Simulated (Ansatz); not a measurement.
The cluster Cu₃F₄. Charge 0, multiplicity 2. Geometry r2SCAN-D4/def2-SVP, basis def2-TZVP, Ansatz.

```tsv
atom	x (Å)	y (Å)	z (Å)
Cu1	-1.0259	-0.8706	0.7753
Cu2	-0.4767	1.1336	-0.5875
Cu3	1.2878	-0.4452	-0.0255
F4	0.5810	-1.6506	1.3181
F5	1.1043	1.4934	0.4093
F6	-2.1660	0.3056	-0.1202
F7	0.6955	0.0339	-1.7696
```

| run | HOMO (eV) | LUMO (eV) |
| --- | --- | --- |
| A | -7.02 | -5.16 |
| B | -6.16 | -6.01 |
| C | -6.12 | -5.90 |
| D | -6.49 | -5.59 |

The structure comes from a short search, and lower isomers may exist.

HOMO and LUMO are taken over both spins.

Q: The runs used PBE, PBE0, r2SCAN, r2SCANh. Estimate which is which.

A: A PBE0 (25 % exact exchange); B PBE (0 % exact exchange); C r2SCAN (0 % exact exchange); D r2SCANh (10 % exact exchange). Exact exchange lowers occupied and raises empty levels; among semilocal functionals meta-GGAs tend to open the gap a little, and such runs are hard to tell apart. The gap grows from 0.15 eV (PBE) to 1.86 eV (PBE0).
